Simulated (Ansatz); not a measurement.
`BBCCCl` at its PBE0-D4/def2-TZVP geometry, where that method's forces vanish. Total charge 0; spin multiplicity 1.

```xyz
12

B     0.1774   -1.8817    0.7525
B     0.5512   -0.9068   -0.5093
C     0.2158    0.6034   -0.7496
C    -0.5781    1.2851    0.3376
Cl   -0.9038    3.0057   -0.0344
H     0.9116   -2.0192    1.6922
H    -0.8186   -2.5517    0.7678
H     1.1849   -1.4400   -1.3892
H    -0.3060    0.6813   -1.7134
H     1.1640    1.1314   -0.9217
H    -1.5520    0.8162    0.4784
H    -0.0463    1.2764    1.2891
```

(1) What forces (eV/Å) does r2SCAN-D4/def2-TZVPP give on these atoms in the Gaussian-basis code of Ansatz? (Best estimate.)

Answers

(1) Computed: 
```
B1   0.022  0.064 -0.079
B2  -0.027 -0.120  0.118
C3   0.073 -0.033 -0.116
C4  -0.018 -0.221  0.159
Cl5 -0.052  0.275 -0.059
H6  -0.029 -0.008 -0.020
H7   0.033  0.011  0.013
H8  -0.007  0.017  0.005
H9   0.009  0.015 -0.001
H10 -0.010  0.009 -0.011
H11  0.008 -0.003 -0.001
H12 -0.001 -0.006 -0.006
```
